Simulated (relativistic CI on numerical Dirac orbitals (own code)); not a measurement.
Sensitivity of the levels of Pt LX to α and to the nuclear radius

Computed by Dirac-Coulomb-Breit CI, separate exchange-only KLI orbitals for each configuration, derivatives by finite differences, unscaled Slater integrals, QED left out (own radial code, finite nucleus).

Configuration list (outside the closed core [Ne]): 3s2.3p6.3d, 3s2.3p5.3d2, 3s.3p6.3d2, 3s2.3p6.4s, 3s2.3p6.4p, 3p6.3d3, 3p5.3d4. Double excitations out of closed p, d and f shells are left out; levels of such configurations are missing from the list, as are those of other unlisted configurations, and high levels can miss mixing partners.

With x = (α/α₀)² − 1 an excitation energy changes as ω = ω₀ + qx; K = 2q/ω₀ is the relative enhancement. Terms are leading LS components, so labels can repeat. The field-shift factor is F = δν/δ⟨r²⟩ for the transition from the lowest level.

Lowest level 3s2.3p6.3d 2D_3/2.

| Level | ω₀ (cm⁻¹) | q (cm⁻¹) | F (GHz/fm²) |
| --- | --- | --- | --- |
| 3s2.3p6.3d 2D_5/2 | 797165 | 812900 | 24.6 |
| 3s2.3p5.3d2 4D°_3/2 | 2194455 | 154500 | 29.5 |
| 3s2.3p5.3d2 4D°_1/2 | 2215875 | 186500 | 30.2 |
| 3s2.3p5.3d2 4F°_5/2 | 2256154 | 156400 | 30 |
| 3s2.3p5.3d2 2G°_7/2 | 2275782 | 140500 | 29.6 |
| 3s2.3p5.3d2 2P°_3/2 | 2479060 | 182600 | 31.1 |
| 3s2.3p5.3d2 4D°_5/2 | 2939437 | 956900 | 53.7 |
| 3s2.3p5.3d2 4G°_9/2 | 2977506 | 944600 | 53.9 |
| 3s2.3p5.3d2 4F°_7/2 | 3006404 | 959700 | 54.6 |
| 3s2.3p5.3d2 4D°_3/2 | 3041784 | 968800 | 53.6 |
| 3s2.3p5.3d2 4P°_5/2 | 3058227 | 960800 | 54.4 |
| 3s2.3p5.3d2 2H°_11/2 | 3072654 | 942400 | 54.8 |
| 3s2.3p5.3d2 2G°_7/2 | 3085512 | 951000 | 54.4 |

At this charge energies of transitions that change n are usually good to better than 1 %, and those within a shell (Δn = 0) to a few per cent.

**Question.** Which transition from the lowest level has the largest |K|?

**Answer.** 3s2.3p6.3d 2D_5/2 at 797165 cm⁻¹, K = 2.04.
